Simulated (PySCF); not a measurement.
C4H4F4O.
Geometry (GFN2-xTB, Å), atoms numbered from 1 in this order:
```xyz
13
C4H4F4O angstrom
F      1.9698   -1.9034    0.7796
C      1.9366   -0.9274   -0.1683
F      2.7942    0.0303    0.2482
C      0.5405   -0.4098   -0.3313
C      0.2076    0.8246    0.0180
O     -1.0205    1.4060   -0.0618
C     -2.0939    0.6268   -0.3570
F     -3.1900    1.3717   -0.2016
F     -2.0824    0.2215   -1.6501
H      2.3416   -1.3645   -1.0960
H     -0.1524   -1.1340   -0.7291
H      0.9261    1.5377    0.3968
H     -2.1818   -0.2790    0.2736
```

Method: PBE0/def2-SVPD in PySCF (dipole) on a GFN2-xTB geometry, gas phase.

Take the most abundant isotopes and a rigid rotor. The values belong to one conformer with, in the numbering `[F:1][CH:2]([F:3])/[CH:4]=[CH:5]/[O:6][CH:7]([F:8])[F:9]`, F1–C2–C4–C5 113°, C4–C5–O6–C7 10°, C5–O6–C7–F8 172°.

Question: What are A, B and C (cm⁻¹)?

Answer: Ia = 119.56, Ib = 775.56, Ic = 816.87 u·Å²; 505379 MHz·u·Å²/I gives 4227, 651.6 and 618.7 MHz, that is A = 0.14100, B = 0.02174, C = 0.02064 cm⁻¹.

Question: Classify the top.

Answer: A near-prolate asymmetric top. Ray's parameter κ = (2B − A − C)/(A − C) = -0.982; −1 is the prolate and +1 the oblate limit.

Question: Is it planar, by Δ = Ic − Ia − Ib?

Answer: Not planar: Δ = Ic − Ia − Ib = -78.25 u·Å². For a rigid frame Δ = −2 Σ m c², so Σ m c² = 39.12 u·Å² lies off the ab plane: 2.66 from hydrogen and 36.47 from heavier atoms. The atom farthest from that plane is 1.19 Å away.

Question: Give the other two planar moments, Paa and Pbb, and the rms extents of the mass along the axes.

Answer: Paa = Σ m a² = (Ib + Ic − Ia)/2 = 736.43 and Pbb = Σ m b² = (Ia + Ic − Ib)/2 = 80.44 u·Å². With the mass M = 144.02 u, the rms extents √(P/M) along a, b and c are 2.26, 0.75, 0.52 Å.

Question: Predict some low-J microwave lines.

Answer: The dipole components are |μa| = 0.22 D, |μb| = 0.89 D, |μc| = 0.21 D. Intensities carry the squares of the components, which stand as 0.06 : 1.00 : 0.06 (a : b : c). Some lines, for components of 0.1 D or more:

```
type  branch         J(Ka,Kc)    MHz  lower level (cm⁻¹)
   a       R  1(0,1) ← 0(0,0)   1270               0.000
   a       R  2(1,2) ← 1(1,1)   2508               0.162
   a       R  2(0,2) ← 1(0,1)   2540               0.042
   a       R  2(1,1) ← 1(1,0)   2574               0.163
   c       Q  2(1,2) ← 2(0,2)   3543               0.127
   c       Q  1(1,1) ← 1(0,1)   3575               0.042
   b       Q  1(1,0) ← 1(0,1)   3608               0.042
   b       Q  2(1,1) ← 2(0,2)   3641               0.127
   b       R  1(1,1) ← 0(0,0)   4846               0.000
   c       R  1(1,0) ← 0(0,0)   4879               0.000
   b       R  2(1,2) ← 1(0,1)   6083               0.042
   c       R  2(1,1) ← 1(0,1)   6182               0.042
   c       Q  2(2,1) ← 2(1,1)  10726               0.249
   b       Q  2(2,0) ← 2(1,1)  10726               0.249
   b       Q  2(2,1) ← 2(1,2)  10825               0.245
   b       R  2(2,1) ← 1(1,0)  13300               0.163
   c       R  2(2,0) ← 1(1,0)  13300               0.163
   c       R  2(2,1) ← 1(1,1)  13333               0.162
   b       R  2(2,0) ← 1(1,1)  13333               0.162
```

Question: Estimate the classical rotational partition function at 25 K, 298.15 K and 500 K.

Answer: Point group C1, symmetry number σ = 1; q = (√π/σ)·√((kT/h)³/(ABC)), k/h = 20836.6 MHz/K: 16100 at 25 K, 665000 at 298.15 K, 1440000 at 500 K.

No GFN2-xTB frequencies stand behind this structure, so it isn't proved a minimum. No vibrational averaging or centrifugal distortion is included, and the geometry carries the error of its method.
